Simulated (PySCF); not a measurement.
## Working out the excitation energy of F⁺

F⁺ [He] 2s2 2p4 (3P) → F⁺ [He] 2s1 2p4 3s1 (5P). Computed with PySCF 2.14 in x2c-TZVPPall with one added diffuse shell each of s, p, d type (6s4p3d1f, 40 functions), with scalar relativity by spin-free X2C-1e. Frozen: nothing. Energies in hartree (1 hartree = 27.21139 eV):

| part | F⁺ (lower) | F⁺ (upper) |
| --- | --- | --- |
| UHF | -98.924228 | -97.466425 |
| CCSD correlation | -0.176022 | -0.128600 |
| (T) | -0.002038 | -0.006379 |

What does Hartree-Fock give?

(-97.466425) − (-98.924228) = 1.457803 hartree = 39.669 eV.

What do CCSD and CCSD(T) give?

The CCSD correlation energies differ by 0.047422 hartree = 1.290 eV and the triples by -0.004341 hartree = -0.118 eV, so CCSD gives 40.959 eV and CCSD(T) 40.841 eV.

The upper state lies above the first ionisation limit, where it may autoionise and the basis confines it. A Rydberg-like electron needs more diffuse functions than a valence basis has.

The coupled-cluster amplitudes are large, so a single reference is strained.
